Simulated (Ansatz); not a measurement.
The first iterations of a band of Cl2GaH3O (7 atoms, charge 0, multiplicity 1).

Computed with Ansatz, RKS PBE/def2-SVP.

| Property | Result |
| --- | --- |
| movable images | 5 |
| climbing image | yes |
| spring | 5.0 eV/Å² |
| optimiser | quadratic models (default) |
| start path | through a guess of the saddle point |
| force threshold | 0.03 eV/Å |
| iteration limit | 60 |
| end points | relaxed |

Initial state:

```xyz
7
Properties=species:S:1:pos:R:3
Ga 0.063 -0.332 0.229
H 0.167 -1.295 1.453
O 1.207 -0.102 -1.139
H 2.086 -0.478 -0.948
Cl -1.913 0.478 -0.360
Cl 0.267 2.124 1.533
H -0.865 2.020 0.846
```

Final state:

```xyz
7
Properties=species:S:1:pos:R:3
Ga 0.088 0.877 -0.308
H -0.389 -0.657 1.942
O 1.618 0.052 -0.727
H 1.450 -0.737 -1.278
Cl -1.801 0.157 -1.051
Cl 0.210 2.697 0.817
H -0.165 0.026 2.219
```

| iteration | highest image above the first end (eV) | largest band force component (eV/Å) |
| --- | --- | --- |
| 1 | 4.679 | 22.692 |
| 2 | 0.882 | 6.597 |
| 3 | 0.686 | 3.488 |
| 4 | 0.738 | 3.910 |
| 5 | 0.415 | 0.872 |
| 6 | 0.310 | 0.574 |

Task: Does the band converge within its limit, and where does its top end?

Result: It converged. It ended after 20 iterations with the highest image 0.578 eV above the first end. The profile has 2 maxima (images 3, 5) with wells between them (image 4): this band takes more than one step, which may be the mechanism or a detour left from its start path. A vibrational analysis at the climbing image gives one clearly imaginary mode, 729i cm⁻¹: a first-order saddle point. The orbitals stay closed-shell, which can raise the energy where a bond breaks towards radicals; this wasn't checked here.

Run time: 2.7 min on 2 threads of Arm Neoverse V2 (shared host), peak memory 0.14 GiB.
